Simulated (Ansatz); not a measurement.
Cl$_{3}$ITi (`[Cl][Ti]([Cl])([Cl])[I]`). The species carries charge 0 and has multiplicity 1. Correlated methods include outer-core shells of I, Ti, which these sets cover unevenly. Scalar relativity is left out up to krypton. I: def2 effective core potential.

```
atom    x (Å)    y (Å)    z (Å)
 Cl1   0.1748   0.3460   2.1554
 Ti2  -0.0094  -0.0707   0.0425
 Cl3   1.5226  -1.4679  -0.5681
 Cl4  -1.9640  -0.8922  -0.3778
  I5   0.2759   2.0848  -1.2520
```

(1) Give the diagnostics of a CCSD(T)/def2-TZVPP run (frozen core, Ansatz 0.2.0). (Best estimate.)

Answers

(1) The calculation gave: T1 = 0.0243, largest single amplitude 0.051, largest double 0.045, (T) share of the correlation energy 5.1 %, 15 CCSD cycles. The RHF solution is stable towards an unrestricted one. T1 lies over the customary mark of 0.02 for closed shells; compounds of d metals often pass it without a breakdown.
